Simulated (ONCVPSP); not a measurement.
tungsten, ONCV: configuration errors across variants

* Element: W (Z = 74)
* Generator: ONCVPSP 4.0.1
* Type: optimised norm-conserving Vanderbilt (ONCV)
* Functional: PBE
* Relativity: scalar-relativistic
* Frozen core: [Kr] 4d10
* Valence charge: 28
* Reference configuration: 4f14 5s2 5p6 5d4 6s1 6p1
* Partial waves: 5s+6s: rc 1.80 bohr, ncon 3, nbas 7, qcut 7.5 1/bohr, 2 projectors; 5p+6p: rc 1.85 bohr, ncon 5, nbas 9, qcut 8.3 1/bohr, 2 projectors; 5d: rc 2.30 bohr, ncon 4, nbas 9, qcut 5.6 1/bohr, 2 projectors, debl 0.4 Ha; 4f: rc 0.55 bohr, ncon 4, nbas 7, qcut 22.5 1/bohr, local
* Local potential: the f channel
* Core correction: none

All-electron excitation energies from the reference (eV): (1) 4f14 5s2 5p6 5d4 6s2 6p0 -4.495; (2) 4f14 5s2 5p6 5d4 6s1 6p0 4.388; (3) 4f14 5s2 5p6 5d4 6s0 6p0 20.068; (4) 4f13 5s2 5p6 5d5 6s2 6p0 28.229.

1 further variants failed, have other tests or too few solved ones, and are left out.

A true bound ghost makes a file unfit for plane-wave use even where its test errors are small: the radial tests pick states by their node count and pass the ghost by.

Errors AE − PS in meV (a dash: test not solved or not reliable):

| change | (1) | (2) | (3) | (4) | bound ghosts | GHOST(+) flags above zero |
| --- | --- | --- | --- | --- | --- | --- |
| base | +0.6 | -1.9 | -8.8 | -313 | s, p, d | none |
| p: ncon 4, nbas 8 | +0.6 | -1.9 | -8.8 | -280 | s, p, d | p |
| all radii scaled by about 0.93 (s 1.68, p 1.72, d 2.14, f 0.52 bohr) | +0.7 | -1.9 | -8.3 | -307 | s, p, d | p, d |
| d: nproj 3 | +0.6 | -1.9 | -8.8 | -313 | s, p, d | none |
| core correction Teter function, fcfact 1.75, rcfact 1.45 | +0.6 | -1.9 | -8.8 | -329 | s, p, d | none |
| p: rc 1.48 | +0.5 | -1.8 | -8.6 | -365 | s, p, d | p |
| f: nbas 9 | +0.6 | -1.9 | -8.8 | -307 | s, p, d | none |
| f: qcut 22.9 | +0.6 | -1.9 | -8.8 | -313 | s, p, d | none |

Give the same row for: p: rc 1.5.

+0.5, -1.8, -8.6, -362; bound ghosts: s, p, d; GHOST(+) flags above zero: p.
